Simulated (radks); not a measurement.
Trend from Cu3+ to Au3+: ionisation energy by Delta-SCF between NIST ground configurations, and size. All-electron calculation, Dirac Kohn-Sham, PBE, spin-unpolarised, spherical densities, point nucleus; open shells are shared between the two j in proportion to 2j + 1. Program: a radial shooting solver on a logarithmic mesh with Libxc functionals.

species  configuration  configuration of the ion  IE (eV)  NIST (eV)       kind   -e(HOMO) (eV)  outermost  <r> outermost (bohr)  r at 0.001 e/bohr^3 (bohr)
Cu3+          [Ar] 3d8                  [Ar] 3d7   59.707      57.38  semi-emp.  48.776 (3d5/2)      3d5/2                 0.858                        2.65
Ag3+          [Kr] 4d8                  [Kr] 4d7   51.710         49     theory  43.464 (4d5/2)      4d5/2                  1.25                        3.08
Au3+     [Xe] 4f14 5d8             [Xe] 4f14 5d7   47.693         45     theory  39.869 (5d5/2)      5d5/2                  1.45                        3.30

Reference values: NIST Atomic Spectra Database (exp. = measured, semi-emp. = semi-empirical, theory = theoretical value adopted there). Spin polarisation and multiplet splitting are left out, so open shells lie too high by an amount that depends on their filling. Sharing an open shell by 2j + 1 raises it above the true ground level by a part of the spin-orbit splitting, which enters the differences from NIST.

Beside tabulated values, note that spin-unpolarised runs miss the spin-polarisation part of the exchange energy of open shells.
